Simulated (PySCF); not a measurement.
B(H)(OEt)(NH2) (C₂H₈BNO), SMILES C(OBN)C.

The structure is a stationary point at ωB97X-D3(BJ)/def2-SVP. This is a generated structure with no PubChem entry under its InChIKey; it may be hypothetical. One conformer was computed; it need not be the lowest.

Two levels are set side by side: PBE/def2-TZVP (PySCF) and HF/def2-TZVP (PySCF). Same geometry, gas phase. Differences are taken from unrounded values.

```tsv
quantity	HF	PBE	PBE minus HF
orbital gap (eV)	14.67	6.33	-8.34
highest occupied level (eV)	-10.99	-6.02	4.97
lowest empty level (eV)	3.68	0.31	-3.37
dipole moment (D)	0.41	0.46	0.04
mean polarisability (bohr³)	48.0	54.8	6.7
```

Without exact exchange PBE keeps part of each electron's self-repulsion, which lifts occupied levels and narrows the gap. PBE's more diffuse valence density responds more strongly to a field. Differences between two approximate levels are no errors against the true value.

Rough cost on one machine, each run with all the roots and properties that it gave: HF against PBE about 1/4.
